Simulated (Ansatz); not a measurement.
Consider the hydrogenolysis of a B–F bond: `CC1[SiH2]B1F` + H₂ → `CC1B[SiH2]1` + H–F.

Isolated molecules relaxed with PBE0-D4/def2-TZVP in Ansatz; ΔE leaves out vibrations. CCSD(T)/CBS adds triple-zeta CCSD(T) − MP2 to the extrapolated MP2 energy (def2 sets, frozen cores). This one scheme is used for every species. Functionals use def2-TZVPP. B3LYP here is the variant with VWN-RPA as its local correlation; programs differ in this.

| level | ΔE (kJ/mol) | difference from CCSD(T)/CBS |
| --- | --- | --- |
| PBE-D4 | 97.4 | 9.1 |
| r2SCAN-D4 | 104.0 | 15.7 |
| PBE0-D4 | 94.7 | 6.4 |
| B3LYP-D4 | 100.8 | 12.5 |
| ωB97X-V | 101.9 | 13.6 |
| ωB97M-V | 98.5 | 10.2 |
| B2PLYP | 96.8 | 8.5 |
| PBE | 96.4 | 8.1 |
| r2SCAN | 103.7 | 15.4 |
| PBE0 | 93.8 | 5.5 |
| B3LYP | 99.1 | 10.8 |
| HF/def2-TZVPP | 101.2 | 12.9 |
| MP2/def2-TZVPP | 90.1 | 1.8 |
| SCS-MP2/def2-TZVPP | 91.8 | 3.5 |
| CCSD/def2-TZVPP | 91.5 | 3.2 |
| CCSD(T)/def2-TZVPP | 91.0 | 2.7 |
| HF/def2-QZVPP | 101.3 | 13.0 |
| MP2/def2-QZVPP | 88.6 | 0.3 |
| SCS-MP2/def2-QZVPP | 90.6 | 2.3 |
| HF/CBS(def2) | 101.3 | 13.0 |
| MP2/CBS(def2) | 87.5 | -0.8 |
| CCSD/CBS(def2) | 88.8 | 0.5 |
| CCSD(T)/CBS | 88.3 | 0 |

Largest T1 diagnostic among the species: 0.013.

In def2-TZVPP, CCSD(T) changes the Hartree–Fock value by −10.2 kJ/mol (the triples alone add −0.5 kJ/mol) and MP2 by −11.1 kJ/mol.
